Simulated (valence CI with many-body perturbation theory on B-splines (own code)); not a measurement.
# Energy levels of Sb10+

Calculated by relativistic CI+MBPT: five valence electrons over a frozen Dirac-Fock core [Kr], radial functions for each j: 7 s, 7 p, 8 d, 6 f, 4 g, 1 h, with the one-electron correlation potential Σ1 (screened to all orders), the two-electron term Σ2, the three-electron term Σ3, Breit, model QED; selected single and double excitations, second order for the rest, scaled by the run's own slope (own B-spline code, finite nucleus).

No measured spectrum was set against this ion. As an estimate, terms of the open shell hold to 2 to 4 % of their energy, and close levels can change places. Not all symmetries were solved, so the list stops early. Among the levels kept, up to 1300 cm⁻¹ of a level comes from second order outside the variational space, and about a tenth of that is noise between levels of different J, which matters for small intervals. Excitations out of the core, of the other parity, are not computed and may begin above about 53.2 eV (a cautious bound); beyond it only levels of the ground parity were kept, without lifetimes.

Levels 46 to 90 of 99, with energies above the lowest level, 4d5 6S_5/2. "Leading %" is the weight of the configuration and term that name the level; weights of strongly mixed levels are sums over their largest components and can fall short. In the jj column 3d3/2^4 stands for four electrons in 3d with j = 3/2.

| No. | Configuration | Term | J | E (eV) | Leading % | Leading jj |
| --- | --- | --- | --- | --- | --- | --- |
| 46 | 4d4 5s | 4D | 7/2 | 67.889 | 65 | 4d3/2^3 4d5/2 5s (49 %) |
| 47 | 4d4 5s | 4P | 1/2 | 68.376 | 66 | 4d3/2^2 4d5/2^2 5s (52 %) |
| 48 | 4d4 5s | 4H | 7/2 | 68.511 | 61 | 4d3/2^2 4d5/2^2 5s (59 %) |
| 49 | 4d4 5s | 4H | 9/2 | 68.558 | 52 | 4d3/2^3 4d5/2 5s (55 %) |
| 50 | 4d4 5s | 4H | 11/2 | 69.139 | 77 | 4d3/2^2 4d5/2^2 5s (93 %) |
| 51 | 4d4 5s | 4G | 5/2 | 69.163 | 60 | 4d3/2^2 4d5/2^2 5s (56 %) |
| 52 | 4d4 5s | 4G | 7/2 | 69.394 | 39 | 4d3/2^2 4d5/2^2 5s (50 %) |
| 53 | 4d4 5s | 4P | 3/2 | 69.444 | 79 | 4d3/2^2 4d5/2^2 5s (57 %) |
| 54 | 4d4 5s | 4F | 3/2 | 69.452 | 82 | 4d3/2^2 4d5/2^2 5s (58 %) |
| 55 | 4d4 5s | 4H | 13/2 | 69.500 | 86 | 4d3/2^2 4d5/2^2 5s (75 %) |
| 56 | 4d4 5s | 4H | 9/2 | 69.689 | 35 | 4d3/2^2 4d5/2^2 5s (55 %) |
| 57 | 4d4 5s | 4F | 5/2 | 69.848 | 37 | 4d3/2^2 4d5/2^2 5s (44 %) |
| 58 | 4d4 5s | 2P | 1/2 | 70.176 | 60 | 4d3/2^2 4d5/2^2 5s (71 %) |
| 59 | 4d4 5s | 4G | 9/2 | 70.227 | 43 | 4d3/2^2 4d5/2^2 5s (77 %) |
| 60 | 4d4 5s | 2H | 11/2 | 70.342 | 50 | 4d3/2^2 4d5/2^2 5s (85 %) |
| 61 | 4d4 5s | 4P | 5/2 | 70.374 | 49 | 4d3/2^2 4d5/2^2 5s (68 %) |
| 62 | 4d4 5s | 4F | 7/2 | 70.484 | 39 | 4d3/2^2 4d5/2^2 5s (62 %) |
| 63 | 4d4 5s | 4F | 9/2 | 70.554 | 36 | 4d3/2^2 4d5/2^2 5s (68 %) |
| 64 | 4d4 5s | 2G | 7/2 | 70.711 | 31 | 4d3/2 4d5/2^3 5s (44 %) |
| 65 | 4d4 5s | 4D | 7/2 | 70.984 | 61 | 4d3/2^2 4d5/2^2 5s (52 %) |
| 66 | 4d4 5s | 4D | 3/2 | 71.026 | 54 | 4d3/2^2 4d5/2^2 5s (57 %) |
| 67 | 4d4 5s | 4G | 11/2 | 71.132 | 61 | 4d3/2 4d5/2^3 5s (88 %) |
| 68 | 4d4 5s | 2F | 5/2 | 71.143 | 40 | 4d3/2 4d5/2^3 5s (47 %) |
| 69 | 4d4 5s | 2G | 7/2 | 71.407 | 56 | 4d3/2^2 4d5/2^2 5s (48 %) |
| 70 | 4d4 5s | 4D | 5/2 | 71.564 | 31 | 4d3/2 4d5/2^3 5s (60 %) |
| 71 | 4d4 5s | 4D | 1/2 | 71.751 | 80 | 4d3/2 4d5/2^3 5s (80 %) |
| 72 | 4d4 5s | 2I | 13/2 | 71.841 | 85 | 4d3/2 4d5/2^3 5s (75 %) |
| 73 | 4d4 5s | 2G | 9/2 | 71.988 | 79 | 4d3/2 4d5/2^3 5s (80 %) |
| 74 | 4d4 5s | 2P | 3/2 | 71.989 | 39 | 4d3/2 4d5/2^3 5s (52 %) |
| 75 | 4d4 5s | 2D | 5/2 | 72.068 | 63 | 4d3/2^2 4d5/2^2 5s (39 %) |
| 76 | 4d4 5s | 2I | 11/2 | 72.101 | 66 | 4d3/2 4d5/2^3 5s (90 %) |
| 77 | 4d4 5s | 2D | 3/2 | 72.497 | 74 | 4d3/2 4d5/2^3 5s (58 %) |
| 78 | 4d4 5s | 2G | 9/2 | 72.881 | 62 | 4d5/2^4 5s (37 %) |
| 79 | 4d4 5s | 2G | 7/2 | 73.124 | 54 | 4d5/2^4 5s (51 %) |
| 80 | 4d4 5s | 2S | 1/2 | 73.264 | 78 | 4d3/2 4d5/2^3 5s (76 %) |
| 81 | 4d4 5s | 2D | 5/2 | 73.394 | 48 | 4d3/2^2 4d5/2^2 5s (63 %) |
| 82 | 4d4 5s | 2D | 3/2 | 73.636 | 47 | 4d3/2^2 4d5/2^2 5s (53 %) |
| 83 | 4d4 5s | 2F | 7/2 | 73.808 | 69 | 4d3/2 4d5/2^3 5s (67 %) |
| 84 | 4d4 5s | 2F | 5/2 | 73.939 | 65 | 4d3/2 4d5/2^3 5s (74 %) |
| 85 | 4d4 5s | 4P | 5/2 | 74.568 | 69 | 4d3/2^2 4d5/2^2 5s (46 %) |
| 86 | 4d4 5s | 4F | 9/2 | 74.908 | 83 | 4d3/2^2 4d5/2^2 5s (57 %) |
| 87 | 4d4 5s | 4F | 3/2 | 74.948 | 42 | 4d3/2^2 4d5/2^2 5s (46 %) |
| 88 | 4d4 5s | 4F | 7/2 | 75.234 | 71 | 4d3/2 4d5/2^3 5s (58 %) |
| 89 | 4d4 5s | 4F | 5/2 | 75.269 | 68 | 4d3/2 4d5/2^3 5s (59 %) |
| 90 | 4d4 5s | 4P | 3/2 | 75.319 | 38 | 4d3/2 4d5/2^3 5s (43 %) |

Names give the largest LS component (configuration and term), which can be under half, so a name can repeat, a term be missing and a line seem to break the LS rules; names also repeat where a configuration has a term twice.

Where two levels of one J and parity lie close, their mixing, g and order are uncertain.
